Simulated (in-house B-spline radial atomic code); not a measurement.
Values are calculated unless marked as measured or tabulated.
Building a PAW s channel for Hf, r_c = 2.92 bohr

Hf, [Xe] 4f14 5d2 6s2, non-relativistic LDA (VWN5) (a model for so heavy an element), spherical and spin-unpolarised, from a B-spline radial code for spherical atoms (atomic units; all potentials screened as in the neutral atom).

Two all-electron partial waves φ1, φ2 are integrated outwards at E1 = ε(6s) = -0.166465 and E2 = E1 + 1.5 hartree; φ1 is the bound orbital and φ2 has unit norm inside r_c = 2.9232 bohr. Smooth partners are polynomials, r^1(a0 + a1 r² + a2 r⁴ + a3 r⁶), matched to φ and three derivatives at r_c, with no condition on the norm. The local potential is -3.26797 + (0.887111) r² + (-0.100816) r⁴ + (0.00419392) r⁶ inside 2.4832 bohr and the all-electron one outside.

| wave | φ(r_c) | φ'(r_c) | a0 | a1 | a2 | a3 |
| --- | --- | --- | --- | --- | --- | --- |
| 1 | 0.5766471 | 0.06671941 | 0.05250854 | 0.05792163 | -0.006715338 | 0.0002246273 |
| 2 | 0.3448647 | 1.968089 | -1.769722 | 0.312471 | -0.00824624 | -0.0002889039 |

Inside r_c the overlaps are <φi φj> = [[0.28327, -0.37063], [-0.37063, 1.00000]] and, for the smooth waves, [[0.29637, -0.64193], [-0.64193, 3.86462]]. With χj = (Ej − T − V_local) applied to smooth wave j, the program's quadrature gives the matrix B_ij = <smooth i, χj> as [[0.15031, -1.32108], [-0.91413, 9.83066]].

(1) Check the match of the first wave, and find the augmentation charges q_ij.

(2) B isn't symmetric. Show that D_ij = B_ij + Ej q_ij is.

Solving (T + V_local + Σ p D p) ψ = E (1 + Σ p q p) ψ in a sphere of 9 bohr, whose wall lifts the free-atom level a little, gives these levels:

| all-electron | one projector | two projectors |
| --- | --- | --- |
| -0.164799 | -0.420481 | - |
| 0.118019 | -0.164799 | - |
| 0.508215 | 0.118606 | - |
| 1.061910 | 0.507513 | - |
| 1.767990 | 1.043490 | - |

(3) What does the second projector gain?

Answers

(1) At r_c the four terms are 0.15349, 1.44683, -1.43338, 0.40971, which sum to 0.5766, φ1(r_c) to rounding. q_ij is the all-electron overlap less the smooth one: [[-0.01309, 0.27130], [0.27130, -2.86462]]. The smooth first wave has a norm of 0.2964 inside r_c against 0.2833, so q11 is negative and must stay small enough for the overlap operator to be positive.

(2) Integrating by parts gives B12 − B21 = (E1 − E2) q12: -1.32108 − (-0.91413) = -0.40695, and −1.5 × (0.27130) = -0.40695. So D12 = -1.32108 + (1.333535)(0.27130) = -0.95929 and D21 = -0.91413 + (-0.166465)(0.27130) = -0.95929; D11 = 0.15249, D22 = 6.01059. The projectors, p = (B⁻¹)ᵀ χ, are dual to the smooth waves; det B = 0.27.

(3) With one projector a ghost lies below the reference level, so the set fails. With two the overlap operator is not positive, so the set fails. The lowest eigenvalue of the overlap operator is 0.8736 with one and -0.004046 with two projectors. The smooth orbital alone needs a cutoff of 2.08 hartree for 1 millihartree of kinetic energy, against 3.92 for a norm-conserving Troullier-Martins orbital of the same radius, which is no gain while the set fails.
